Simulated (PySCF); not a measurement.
**State search for SiSe**

Unrestricted PBE0; basis Si x2c-TZVPPall, Se x2c-TZVPPall; spin-free X2C with a Gaussian nucleus; PySCF 2.14. Outer shells of the fragments: Si 3s2 3p2; Se 3d10 4s2 4p4.

Followed along the bond (rough minima from three points):

```tsv
2Ms+1	unpaired	⟨S²⟩ at the start	R at minimum (Å)	Te (eV)
1	none	0.00	2.06	0.00
3	π ↑↑	2.01	2.31	2.53
5	σ ↑, π ↑↑↑	6.01	none in the scan	≤ 4.87
```

Solutions found at the starting distance of 2.230 Å, counted from the lowest of them; the search is not exhaustive and high or unbound solutions are not listed, so other states can lie among these:

```tsv
2Ms+1	unpaired	term	E (eV)	⟨S²⟩	⟨Lz²⟩	μ (D)
1	none	¹Σ⁺	0.00	0.00	0.00	-2.03
3	π ↑↑	mixed	2.26	2.01	2.02	0.25
3	π ↑↑	mixed	2.61	2.01	2.02	0.04
1	π ↑↓	mixed	2.66	1.01	2.02	-0.02
3	σ ↑, π ↑	³Π	2.69	2.01	1.01	-1.72
1	σ ↓, π ↑	mixed	3.01	1.02	1.01	-1.44
```

A term symbol is given only where ⟨S²⟩ and ⟨Lz²⟩ are close to those of a pure state; real π, δ and φ orbitals otherwise mix terms. A positive dipole means Si(−)Se(+).

**Question.** Compare the gap between the two lowest followed solutions at the starting distance with the gap between their minima.

**Answer.** At PBE0 the second solution (triplet, unpaired electrons π ↑↑) lies +2.26 eV from the first (singlet, closed shell) at 2.230 Å and +2.53 eV at the minima; the two curves relax by different amounts, since their minima lie near 2.31 and 2.06 Å.

Counting both spins, an empty level lies below a filled one in some of these solutions, because spin and occupation are held.
